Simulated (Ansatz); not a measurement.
`FC(F)(F)c1ccc(-c2ccc(-c3ccc(-c4ccc(C(F)(F)F)nc4)nc3)nc2)nc1`. The state is a singlet with charge 0. Geometry PBE-D4/def2-SVP; atoms count from 1.

```xyz
44

F     1.303   -7.290   -6.498
C     0.212   -6.490   -6.423
F    -0.868   -7.301   -6.292
F     0.087   -5.846   -7.605
C     0.314   -5.524   -5.270
C     0.985   -5.876   -4.088
C     1.009   -4.967   -3.030
C     0.357   -3.719   -3.172
C     0.336   -2.707   -2.090
C     0.905   -2.910   -0.816
C     0.841   -1.898    0.142
C     0.202   -0.677   -0.178
C     0.098    0.443    0.784
C     0.600    0.397    2.101
C     0.460    1.505    2.938
C    -0.185    2.664    2.450
C    -0.371    3.884    3.274
C    -1.082    4.984    2.749
C    -1.256    6.130    3.529
C    -0.705    6.139    4.821
C    -0.849    7.344    5.737
F    -1.564    8.332    5.142
F    -1.480    7.015    6.884
F     0.358    7.855    6.065
N    -0.021    5.110    5.342
C     0.138    4.020    4.588
N    -0.673    2.712    1.190
C    -0.537    1.651    0.397
N    -0.347   -0.479   -1.399
C    -0.282   -1.449   -2.308
N    -0.278   -3.387   -4.319
C    -0.297   -4.257   -5.328
H     1.491   -6.849   -4.007
H     1.539   -5.227   -2.104
H     1.400   -3.858   -0.559
H     1.287   -2.062    1.133
H     1.101   -0.503    2.486
H     0.848    1.461    3.965
H    -1.482    4.903    1.728
H    -1.806    7.002    3.150
H     0.715    3.204    5.055
H    -0.946    1.719   -0.625
H    -0.738   -1.256   -3.293
H    -0.819   -3.940   -6.248
```

Single mean-field runs in def2-TZVP are fitted with def2-universal-jkfit.

(1) Estimate the Mulliken populations of the heavy atoms from the PBE0/def2-TZVP orbitals of Ansatz.

(2) And the Mayer bond orders between heavy atoms (over 0.3)?

## Answers

(1) 
| atom | charge (e) |
| --- | --- |
| F1 | -0.16 |
| C2 | 0.44 |
| F3 | -0.16 |
| F4 | -0.16 |
| C5 | 0.06 |
| C6 | -0.18 |
| C7 | -0.20 |
| C8 | 0.24 |
| C9 | 0.10 |
| C10 | -0.15 |
| C11 | -0.22 |
| C12 | 0.28 |
| C13 | 0.08 |
| C14 | -0.16 |
| C15 | -0.21 |
| C16 | 0.32 |
| C17 | 0.02 |
| C18 | -0.18 |
| C19 | -0.14 |
| C20 | 0.09 |
| C21 | 0.43 |
| F22 | -0.17 |
| F23 | -0.15 |
| F24 | -0.15 |
| N25 | -0.19 |
| C26 | -0.09 |
| N27 | -0.21 |
| C28 | -0.13 |
| N29 | -0.21 |
| C30 | -0.13 |
| N31 | -0.22 |
| C32 | -0.11 |
Mulliken values depend strongly on the basis.

(2) F1–C2 1.14 (1.35 Å); C2–F3 1.16 (1.36 Å); C2–F4 1.15 (1.35 Å); C2–C5 1.01 (1.51 Å); C5–C6 1.36 (1.40 Å); C5–C32 1.34 (1.41 Å); C6–C7 1.45 (1.40 Å); C7–C8 1.39 (1.42 Å); C8–C9 1.01 (1.48 Å); C8–N31 1.35 (1.35 Å); C9–C10 1.32 (1.41 Å); C9–C30 1.33 (1.42 Å); C10–C11 1.48 (1.40 Å); C11–C12 1.36 (1.41 Å); C12–C13 1.00 (1.48 Å); C12–N29 1.34 (1.35 Å); C13–C14 1.32 (1.41 Å); C13–C28 1.33 (1.42 Å); C14–C15 1.48 (1.40 Å); C15–C16 1.34 (1.41 Å); C16–C17 0.98 (1.48 Å); C16–N27 1.34 (1.35 Å); C17–C18 1.38 (1.41 Å); C17–C26 1.33 (1.42 Å); C18–C19 1.40 (1.40 Å); C19–C20 1.37 (1.40 Å); C20–C21 1.02 (1.52 Å); C20–N25 1.41 (1.34 Å); C21–F22 1.13 (1.36 Å); C21–F23 1.17 (1.35 Å); C21–F24 1.17 (1.35 Å); N25–C26 1.56 (1.33 Å); N27–C28 1.57 (1.33 Å); N29–C30 1.58 (1.33 Å); N31–C32 1.56 (1.33 Å).
